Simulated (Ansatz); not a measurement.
Geometry optimisation, RKS PBE0-D4/def2-SVP (Ansatz).

input.yaml

```yaml
crystal:
  periodic: [false, false, false]
  atoms:
    - { symbol: Al, position_ang: [0.082163, 0.193913, 0.127959] }
    - { symbol: "N", position_ang: [0.042269, 0.130318, 1.994267] }
    - { symbol: H, position_ang: [-0.829466, 0.154947, 2.513541] }
    - { symbol: H, position_ang: [0.810996, 0.44966, 2.575079] }
    - { symbol: Cl, position_ang: [1.848817, 0.874546, -0.785523] }
    - { symbol: H, position_ang: [-1.222421, -0.128932, -0.690571] }
    - { symbol: S, position_ang: [0.617036, -3.141701, 0.836961] }
    - { symbol: H, position_ang: [-0.71271, -3.360415, 0.731211] }
    - { symbol: H, position_ang: [0.428815, -2.076937, 1.703076] }
basis:
  gaussian: { orbitals: def2-SVP }
hamiltonian:
  xc: pbe0
  dispersion: d4
relax:
  f_tol: 0.03
  max_steps: 50
```

Run as:

```bash
$ ansatz run input.yaml --threads 2 --pin off --max-ram 3072MiB --backend cpu --events-out ev --progress --plain --runs-dir out
```

**Question.** Where does it end, and by what steps?

**Answer.** It converged. After 7 steps the energy has fallen by 0.293 eV; S7 moved furthest, 0.52 Å. Joined: Al1–S7 (3.45 → 2.58 Å).

| step | energy less start (eV) | largest force component (eV/Å) | accepted |
| --- | --- | --- | --- |
| 0 | 0.0000 | 1.624 | yes |
| 1 | -0.1343 | 0.614 | yes |
| 2 | -0.2370 | 0.264 | yes |
| 3 | -0.2637 | 0.565 | yes |
| 4 | -0.2499 | 0.543 | no |
| 5 | -0.2903 | 0.188 | yes |
| 6 | -0.2581 | 0.569 | no |
| 7 | -0.2926 | 0.029 | yes |

```xyz
9
Properties=species:S:1:pos:R:3
Al 0.072 -0.192 0.217
N 0.030 -0.011 2.036
H -0.846 0.177 2.516
H 0.770 0.498 2.513
Cl 1.857 0.540 -0.675
H -1.284 -0.247 -0.594
S 0.639 -2.676 0.606
H -0.656 -3.065 0.614
H 0.484 -1.929 1.772
```

Whether the end is a true minimum wasn't checked by a vibrational analysis.

The run took 23 s on 2 threads of Arm Neoverse V1, with other jobs on the host, peak memory 0.19 GiB.
